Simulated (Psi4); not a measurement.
C4H7, charge -1, singlet, at a GFN2-xTB geometry (a gas-phase anion, which may not be bound at this level). Base run: PBE/3-21G run with Psi4.

Geometry (Å):
```xyz
11

C     -0.1902     0.1306     1.4233
C     -0.0050     0.1166     0.0591
H     -0.2874     1.0563     1.9758
H     -0.2076    -0.7797     2.0117
C      0.0868     1.2049    -0.7806
H      0.1773     1.0912    -1.8550
H     -0.0322     2.2176    -0.4173
C      0.1036    -1.2487    -0.6003
H      0.3660    -2.0210     0.1262
H     -0.8481    -1.5366    -1.0617
H      0.8615    -1.2486    -1.3882
```
Charge -1, spin multiplicity 1.
All else is at Psi4's defaults (density fitting, Cartesian functions).
Base energy -155.47100 Eh.

Variants of this job, named by their change:

| change | ΔE vs base (mEh) | SCF cycles | grid points | basis functions |
|---|---|---|---|---|
| base | 0.000 | 9 | 234109 | 50 |
| damping_percentage = 50 | 0.003 | 67 | 234109 | 50 |
| guess = gwh | 0.000 | 10 | 234109 | 50 |
| dft_radial_points = 50 | -0.001 | 9 | 158375 | 50 |
| dft_radial_points = 99 | 0.000 | 9 | 307593 | 50 |
| d_convergence = 1e-4 | 0.000 | 9 | 234109 | 50 |
| scf_type = pk | 0.135 | 9 | 234109 | 50 |
| guess = core | 0.000 | 13 | 234109 | 50 |
| cholesky_tolerance = 1e-6 (with scf_type cd) | 0.134 | 9 | 234109 | 50 |
| dft_spherical_points = 590 | 0.000 | 9 | 456781 | 50 |
| scf_initial_accelerator = none | 0.000 | 10 | 234109 | 50 |
| scf_type = dfdirj+cosx | 0.006 | 10 | 234109 | 50 |
| guess = modhuckel | 0.000 | 10 | 234109 | 50 |

A gas-phase anion may not be bound at this level; its values then depend on the basis.
